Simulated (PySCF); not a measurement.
W(CH)Cl3, CHCl₃W (singlet state).
Cartesian coordinates in Å at the PBE0-D3(BJ)/def2-SVP level; atoms count from 1:
```xyz
6
CHCl3W angstrom
W     -0.0415   -0.0012   -0.4895
C      0.1100    0.0043    1.2371
H      0.2068    0.0072    2.3256
Cl     2.1090   -0.0051   -1.2145
Cl    -1.1921    1.9020   -0.9362
Cl    -1.1923   -1.9072   -0.9226
```

Theory: TDDFT wB97X-D/def2-SVPD, vertical, gas phase, core orbitals frozen in the response, def2 core potentials past Kr (PySCF 2.14.0, density-fitted response routines). Spin–orbit coupling is left out.

Each state is given a Gaussian of 0.4 eV full width at half maximum, with ε(max) = 2.175×10⁸ f / Δν̃ (Δν̃ the width in cm⁻¹). The width is an assumption, not a result. The curve ends short of the highest state used, and states not computed would add to its high-energy end.

E (eV), ε (L mol⁻¹ cm⁻¹) and a bar:
```
     2.36          0 
     2.41          0 
     2.45          0 
     2.49          0 
     2.54          0 
     2.58          0 
     2.62          1 
     2.67          3 
     2.71          6 
     2.75         12 #
     2.79         22 #
     2.84         43 ###
     2.88         69 #####
     2.92        106 #######
     2.97        166 ###########
     3.01        225 ###############
     3.05        287 ###################
     3.10        362 #########################
     3.14        410 ############################
     3.18        439 ##############################
     3.23        444 ##############################
     3.27        420 ############################
     3.31        377 ##########################
     3.35        321 ######################
     3.40        243 ################
     3.44        183 ############
     3.48        130 #########
     3.53         79 #####
     3.57         50 ###
     3.61         30 ##
     3.66         14 #
     3.70          8 #
     3.74          4 
     3.79          1 
     3.83          1 
     3.87          0 
     3.91          0 
     3.96          0 
     4.00          0 
     4.04          0 
     4.09          0 
     4.13          0 
     4.17          0 
     4.22          0 
     4.26          0 
     4.30          0 
     4.35          0 
     4.39          0 
     4.43          1 
     4.47          3 
     4.52          7 
     4.56         15 #
     4.60         29 ##
     4.65         64 ####
     4.69        113 ########
     4.73        189 #############
```

Problem. Where are the band maxima, and which computed states make them?

Solution. 386 nm (3.21 eV), ε about 450, made up of S2 (77%), S3 (12%) and S4 (12%) (ε in L mol⁻¹ cm⁻¹; maxima over ε = 5, shares over 10%). At its high-energy end, 4.73 eV, the curve is still rising (ε about 190, from S6 and S7). The states used: S1 2.96 eV (f 0.0000); S2 3.20 eV (f 0.0051); S3 3.25 eV (f 0.0008); S4 3.25 eV (f 0.0008); S5 5.07 eV (f 0.0008); S6 5.08 eV (f 0.011); S7 5.08 eV (f 0.010); S8 5.33 eV (f 0.0011); S9 5.33 eV (f 0.0011).

Problem. What would ε be at 3.21 eV, the highest of these maxima, with half the width (0.2 eV)?

Solution. About 870 L mol⁻¹ cm⁻¹ against 446, a factor of about 1.9; a lone state at its own centre would give exactly 2.

Problem. Coming from long wavelengths, where does ε first pass 100 L mol⁻¹ cm⁻¹?

Solution. At about 425 nm (2.92 eV), 0.05 eV below S1.

Problem. Does any computed singlet lie in the visible range?

Solution. 4 computed singlets (S1 to S4) lie in the visible range (380 to 750 nm), the largest f among them at 388 nm, f = 0.0051; light of that wavelength is violet, and its complementary colour is yellow-green; a Tamm–Dancoff triplet lies at 452 nm, without intensity as long as spin–orbit coupling is left out.

The run took 18 s wall on an Arm Neoverse V1 with one thread (shared host).
